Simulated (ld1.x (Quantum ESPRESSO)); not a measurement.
## What one change does to a pseudopotential (silicon, TM semilocal)

* Element: silicon (Si)
* Generator: ld1.x (Quantum ESPRESSO) 7.5
* Type: norm-conserving Troullier–Martins (semilocal form)
* Functional: LDA (PZ)
* Relativity: scalar-relativistic
* Frozen core: [Ne]
* Valence charge: 4
* Reference configuration: 3s2 3p2
* Partial waves: 3s (bound): rc 1.65 bohr; 3p (bound): rc 1.40 bohr
* Local potential: the p channel
* Core correction: none

Change: wave 3p (bound): rc 1.40 bohr becomes 3p (bound): rc 1.10 bohr.

Cutoffs: the cutoffs (Ry, on a coarse ladder) from which the occupation-weighted sum of valence levels, in a spherical-Bessel basis at the reference potential, stays within 10 and 1 mRy of its value at 400 Ry; they do not see the model core or the augmentation charge, which bear on the density cutoff. Errors are all-electron minus pseudo energies relative to the spin-unpolarised reference configuration.

Task: How do hardness, ghosts and transferability respond?

Result: The potential gets harder (45 Ry and 60 Ry → 200 Ry and 260 Ry); of the 9 tests that both files solve, the error grows in 7 and shrinks in 0 by more than 15 % and 0.3 meV (median size 21.1 → 61.3 meV); the range in which the p phases agree narrows (upper end 2.3 → 0.3); neither file shows a bound ghost. A smaller radius makes the pseudo-wave follow the all-electron one further in, where it bends more sharply, so more plane waves are needed. That the errors move this way runs against the usual rule that smaller radii transfer better. A semilocal file is local in each channel, so a ghost entry of none says nothing of the separable form that plane-wave codes build from it.

| quantity | base | changed |
| --- | --- | --- |
| cutoff, loose | 45 Ry | 200 Ry |
| cutoff, tight | 60 Ry | 260 Ry |
| loose cutoff by channel (10 mRy a level) | s 12 Ry, p 40 Ry | s 12 Ry, p 180 Ry |
| bound ghosts | none | none |
| error for 3s2 3p1, meV [ΔE 7.83 eV] | +4.0 | +9.2 |
| error for 3s2 3p0, meV [ΔE 23.94 eV] | +32 | +71 |
| error for 3s1 3p0, meV [ΔE 58.09 eV] | +215 | +227 |
| error for 3s0 3p4, meV [ΔE 13.78 eV] | +35 | +158 |
| error for 3s2 3p2.3, meV [ΔE -0.96 eV] | +0.1 | +0.3 |
| error for 3s2 3p1.5, meV [ΔE 2.96 eV] | +0.6 | +1.7 |
| error for 3s1 3p2, meV [ΔE 15.24 eV] | +21 | +61 |
| error for 3s2 3p2 (spin-polarised), meV [ΔE -0.61 eV] | +40 | +71 |
| error for 3s2 3p1 (spin-polarised), meV [ΔE 7.62 eV] | +21 | +48 |
| s: phases at 1.81 bohr within 0.05 rad from the reference energy up to (Ry; the scan ends near 5) | 4.6 | 4.6 |
| p: phases at 1.81 bohr within 0.05 rad from the reference energy up to (Ry; the scan ends near 5) | 2.3 | 0.3 |
